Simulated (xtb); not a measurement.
Input file for xtb: GFN2-xTB on C3H9B (SMILES CB(C)C), a point of a torsion scan.

```
$ xtb mol.xyz --gfn 2 --sp --chrg 0 --uhf 0
13

C     -0.20036260     1.56395144     0.06606766
B      0.12537221     0.02291292     0.15377333
C      1.29667244    -0.48922855     1.07788281
C     -0.73447823    -1.00568165    -0.67871993
H      0.51354535     2.03262266    -0.61275547
H     -0.08503273     2.07411234     1.02036762
H     -1.19229391     1.78625377    -0.32056793
H      1.92788257     0.30090639     1.47764786
H      1.93725966    -1.20631964     0.56707966
H      0.87413905    -1.02450348     1.92887437
H     -0.84906271    -0.68781315    -1.71397915
H     -0.34200490    -2.01971094    -0.68124399
H     -1.74499530    -1.05075945    -0.27167542
```

The log:

```
[...]
           -------------------------------------------------
          |                Calculation Setup                |
           -------------------------------------------------



           -------------------------------------------------
          |                 G F N 2 - x T B                 |
           -------------------------------------------------

        Reference                      10.1021/acs.jctc.8b01176
      * Hamiltonian:
        H0-scaling (s, p, d)           1.850000    2.230000    2.230000
        zeta-weighting                 0.500000
      * Dispersion:
        s8                             2.700000
        a1                             0.520000
        a2                             5.000000
        s9                             5.000000
      * Repulsion:
        kExp                           1.500000    1.000000
        rExp                           1.000000
      * Coulomb:
        alpha                          2.000000
        third order                    shell-resolved
        anisotropic                    true
        a3                             3.000000
        a5                             4.000000
        cn-shift                       1.200000
        cn-exp                         4.000000
        max-rad                        5.000000


          ...................................................
          :                      SETUP                      :
          :.................................................:
          :  # basis functions                  25          :
          :  # atomic orbitals                  25          :
          :  # shells                           17          :
          :  # electrons                        24          :
          :  max. iterations                   250          :
          :  Hamiltonian                  GFN2-xTB          :
          :  restarted?                      false          :
          :  GBSA solvation                  false          :
          :  PC potential                    false          :
          :  electronic temp.          300.0000000     K    :
          :  accuracy                    1.0000000          :
          :  -> integral cutoff          0.2500000E+02      :
          :  -> integral neglect         0.1000000E-07      :
          :  -> SCF convergence          0.1000000E-05 Eh   :
          :  -> wf. convergence          0.1000000E-03 e    :
          :  Broyden damping             0.4000000          :
          :  net charge                          0          :
          :  unpaired electrons                  0          :
          ...................................................

 iter      E             dE          RMSdq      gap      omega  full diag
   1    -12.1579325 -0.121579E+02  0.541E+00    6.96       0.0  T
   2    -12.3546072 -0.196675E+00  0.441E+00    3.78       1.0  T
   3    -12.4063943 -0.517871E-01  0.237E+00    5.09       1.0  T
   4    -12.4017565  0.463784E-02  0.890E-01    4.52       1.0  T
   5    -12.4166308 -0.148743E-01  0.224E-01    5.03       1.0  T
   6    -12.4171267 -0.495985E-03  0.523E-02    4.96       1.0  T
   7    -12.4171287 -0.195033E-05  0.155E-02    4.95       1.8  T
   8    -12.4171290 -0.313771E-06  0.595E-03    4.95       4.7  T
   9    -12.4171291 -0.772649E-07  0.502E-04    4.95      55.3  T
  10    -12.4171291 -0.354152E-09  0.208E-04    4.95     133.3  T

   *** convergence criteria satisfied after 10 iterations ***

         #    Occupation            Energy/Eh            Energy/eV
      -------------------------------------------------------------
         1        2.0000           -0.5706297             -15.5276
       ...           ...                  ...                  ...
         6        2.0000           -0.4642040             -12.6316
         7        2.0000           -0.4637523             -12.6193
         8        2.0000           -0.4475218             -12.1777
         9        2.0000           -0.4469400             -12.1619
        10        2.0000           -0.4388901             -11.9428
        11        2.0000           -0.3976461             -10.8205
        12        2.0000           -0.3973734             -10.8131 (HOMO)
        13                         -0.2153580              -5.8602 (LUMO)
        14                          0.1419277               3.8620
        15                          0.1654764               4.5028
        16                          0.1663036               4.5254
        17                          0.2145051               5.8370
       ...                                ...                  ...
        25                          0.3823861              10.4053
      -------------------------------------------------------------
                  HL-Gap            0.1820153 Eh            4.9529 eV
             Fermi-level           -0.3063657 Eh           -8.3366 eV

 SCC (total)                   0 d,  0 h,  0 min,  0.008 sec
 SCC setup                      ...        0 min,  0.000 sec (  2.148%)
 Dispersion                     ...        0 min,  0.000 sec (  1.727%)
 classical contributions        ...        0 min,  0.000 sec (  0.469%)
 integral evaluation            ...        0 min,  0.001 sec ( 12.601%)
 iterations                     ...        0 min,  0.004 sec ( 49.452%)
 molecular gradient             ...        0 min,  0.002 sec ( 29.178%)
 printout                       ...        0 min,  0.000 sec (  3.561%)

         :::::::::::::::::::::::::::::::::::::::::::::::::::::
         ::                     SUMMARY                     ::
         :::::::::::::::::::::::::::::::::::::::::::::::::::::
         :: total energy             -12.227196803257 Eh    ::
         :: gradient norm              0.000327457312 Eh/a0 ::
         :: HOMO-LUMO gap              4.952889670328 eV    ::
         ::.................................................::
         :: SCC energy               -12.417118521051 Eh    ::
         :: -> isotropic ES            0.025020652751 Eh    ::
         :: -> anisotropic ES          0.005434242656 Eh    ::
         :: -> anisotropic XC          0.006396042945 Eh    ::
         :: -> dispersion             -0.005276494516 Eh    ::
         :: repulsion energy           0.189921717793 Eh    ::
         :: add. restraining           0.000000000000 Eh    ::
         :: total charge              -0.000000000000 e     ::
         :::::::::::::::::::::::::::::::::::::::::::::::::::::

           -------------------------------------------------
          |                Property Printout                |
           -------------------------------------------------

    * Orbital Energies and Occupations

         #    Occupation            Energy/Eh            Energy/eV
      -------------------------------------------------------------
         1        2.0000           -0.5706297             -15.5276
         2        2.0000           -0.5621289             -15.2963
         3        2.0000           -0.5619497             -15.2914
         4        2.0000           -0.4709584             -12.8154
         5        2.0000           -0.4660650             -12.6823
         6        2.0000           -0.4642040             -12.6316
         7        2.0000           -0.4637523             -12.6193
         8        2.0000           -0.4475218             -12.1777
         9        2.0000           -0.4469400             -12.1619
        10        2.0000           -0.4388901             -11.9428
        11        2.0000           -0.3976461             -10.8205
        12        2.0000           -0.3973734             -10.8131 (HOMO)
        13                         -0.2153580              -5.8602 (LUMO)
        14                          0.1419277               3.8620
        15                          0.1654764               4.5028
        16                          0.1663036               4.5254
        17                          0.2145051               5.8370
        18                          0.2149436               5.8489
        19                          0.2191769               5.9641
        20                          0.2212300               6.0200
        21                          0.2429257               6.6103
        22                          0.2550510               6.9403
        23                          0.2723944               7.4122
       ...                                ...                  ...
        25                          0.3823861              10.4053
      -------------------------------------------------------------
                  HL-Gap            0.1820153 Eh            4.9529 eV
             Fermi-level           -0.3063657 Eh           -8.3366 eV

     #   Z          covCN         q      C6AA      α(0)
     1   6 C        3.673    -0.193    24.566     7.103
     2   5 B        2.698     0.257    17.644     7.049
     3   6 C        3.673    -0.193    24.562     7.103
     4   6 C        3.673    -0.193    24.567     7.103
     5   1 H        0.924     0.045     2.377     2.411
     6   1 H        0.925     0.034     2.532     2.488
     7   1 H        0.925     0.028     2.616     2.529
     8   1 H        0.925     0.027     2.633     2.537
     9   1 H        0.925     0.036     2.497     2.471
    10   1 H        0.924     0.045     2.387     2.416
    11   1 H        0.925     0.038     2.477     2.461
    12   1 H        0.925     0.026     2.644     2.543
    13   1 H        0.924     0.043     2.411     2.428

 Mol. C6AA /au·bohr⁶  :       1105.926579
 Mol. C8AA /au·bohr⁸  :      24238.780640
 Mol. α(0) /au        :         50.643684


Wiberg/Mayer (AO) data.
largest (>0.10) Wiberg bond orders for each atom

 ---------------------------------------------------------------------------
     #   Z sym  total        # sym  WBO       # sym  WBO       # sym  WBO
 ---------------------------------------------------------------------------
     1   6 C    3.972 --     2 B    1.036     7 H    0.984     6 H    0.974
                             5 H    0.951
     2   5 B    3.283 --     3 C    1.037     1 C    1.036     4 C    1.035
     3   6 C    3.973 --     2 B    1.037     8 H    0.986     9 H    0.969
                            10 H    0.954
     4   6 C    3.973 --     2 B    1.035    12 H    0.987    11 H    0.967
                            13 H    0.956
     5   1 H    0.998 --     1 C    0.951
     6   1 H    0.999 --     1 C    0.974
     7   1 H    0.999 --     1 C    0.984
     8   1 H    0.999 --     3 C    0.986
     9   1 H    0.999 --     3 C    0.969
    10   1 H    0.998 --     3 C    0.954
    11   1 H    0.999 --     4 C    0.967
    12   1 H    0.999 --     4 C    0.987
    13   1 H    0.998 --     4 C    0.956
 ---------------------------------------------------------------------------

Topologies differ in total number of bonds
Writing topology from bond orders to xtbtopo.mol

molecular dipole:
                 x           y           z       tot (Debye)
 q only:       -0.009      -0.000      -0.000
   full:       -0.018      -0.000      -0.002       0.047
molecular quadrupole (traceless):
                xx          xy          yy          xz          yz          zz
 q only:        0.015       0.171      -0.348      -0.491      -0.315       0.334
  q+dip:       -0.141       0.134       0.181       0.319      -0.337      -0.041
   full:       -0.006       0.261      -0.435      -0.617      -0.475       0.441


           -------------------------------------------------
          | TOTAL ENERGY              -12.227196803257 Eh   |
          | GRADIENT NORM               0.000327457312 Eh/α |
          | HOMO-LUMO GAP               4.952889670328 eV   |
           -------------------------------------------------

------------------------------------------------------------------------
Note: The following floating-point exceptions are signalling: IEEE_UNDERFLOW_FLAG IEEE_DENORMAL
normal termination of xtb
------------------------------------------------------------------------
 total:
 SCF:
```

The run finished.

Cost: very roughly 0.07 core-seconds.
